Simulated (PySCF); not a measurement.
SMILES c1(ccc[se]1)C(=O)c1[se]ccc1 (C9H6OSe2), singlet (GFN2-xTB optimised geometry):

```
18

O     -1.204    -2.308    -0.002
C     -0.608    -1.241    -0.001
C     -1.376     0.009     0.000
C     -2.752     0.009     0.000
C     -3.361     1.275     0.001
C     -2.485     2.318     0.002
Se    -0.723     1.764     0.000
C      0.859    -1.238    -0.001
C      1.581    -2.409    -0.003
C      2.978    -2.263    -0.003
C      3.406    -0.969    -0.002
Se     2.009     0.239    -0.003
H     -3.303    -0.917    -0.001
H     -4.430     1.406     0.001
H     -2.740     3.364     0.002
H      1.083    -3.364    -0.004
H      3.651    -3.104    -0.004
H      4.430    -0.637    -0.002
```

Computed with CAM-B3LYP/def2-SVP run with PySCF.

Task: What are the frontier orbital energies and the dipole moment?

Result: HOMO-2 -8.29 eV, HOMO-1 -8.28 eV, HOMO -8.12 eV, LUMO -1.20 eV, LUMO+1 0.45 eV; dipole moment 2.70 D.

Meta-Löwdin charges at CAM-B3LYP/def2-SVP: O1 -0.44, C2 0.35, C3 -0.19, C4 -0.08, C5 -0.13, C6 -0.23, Se7 0.30, C8 -0.19, C9 -0.08, C10 -0.13, C11 -0.23, Se12 0.30, H13 0.13, H14 0.12, H15 0.13, H16 0.13, H17 0.12, H18 0.13.
